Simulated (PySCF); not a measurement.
Stretching EuS

Set-up: basis Eu x2c-SVPall, S x2c-SVPall; spin-free X2C with a Gaussian nucleus; PySCF 2.14. Energies in eV from Eu (4f7 6s2) + S in their ground configurations at the same level. State: octet, about 7.0 electrons in the 4f shell (Mulliken).

All columns are PBE0. A positive dipole means Eu(−)S(+).

| R (Å) | E (eV) | μ (D) | Mulliken charge on Eu (basis-dependent) | HOMO (eV) | LUMO (eV) | Mayer bond order | ⟨S²⟩ |
| --- | --- | --- | --- | --- | --- | --- | --- |
| 2.067 | -2.674 | -6.56 | 0.29 | -4.18 | -1.67 | 2.51 | 15.78 |
| 2.164 | -3.383 | -7.51 | 0.35 | -4.38 | -1.79 | 2.43 | 15.77 |
| 2.260 | -3.780 | -8.33 | 0.40 | -4.59 | -1.90 | 2.37 | 15.77 |
| 2.332 | -3.922 | -8.86 | 0.43 | -4.72 | -1.99 | 2.33 | 15.78 |
| 2.404 | -3.962 | -9.31 | 0.46 | -4.71 | -2.09 | 2.30 | 15.78 |
| 2.476 | -3.922 | -9.71 | 0.48 | -4.62 | -2.18 | 2.27 | 15.78 |
| 2.572 | -3.775 | -10.15 | 0.50 | -4.50 | -2.29 | 2.24 | 15.79 |
| 2.692 | -3.489 | -10.52 | 0.51 | -4.37 | -2.43 | 2.19 | 15.81 |
| 2.837 | -3.066 | -10.62 | 0.52 | -4.28 | -2.58 | 2.10 | 15.89 |
| 3.029 | -2.483 | -10.02 | 0.50 | -4.34 | -2.71 | 1.80 | 16.13 |

A fit through these points gives, at Re = 2.401 Å, μ = -9.30 D and dμ/dR = -5.96 D/Å; the reduced mass is 26.44 u.

Q: How strong is the fundamental in the double-harmonic approximation, I = 42.26·(dμ/dR)²/μred km/mol?

A: I = 42.26·(-5.96)²/26.44 = 56.8 km/mol at PBE0.

⟨S²⟩ of the unrestricted solution departs from its pure value on part of the curve, where spin states mix. Spin–orbit coupling is left out, which matters for elements this heavy, above all for dissociation energies. The state is the lowest single determinant that the PBE0 search found; with open d or f shells the true ground state can be another one.
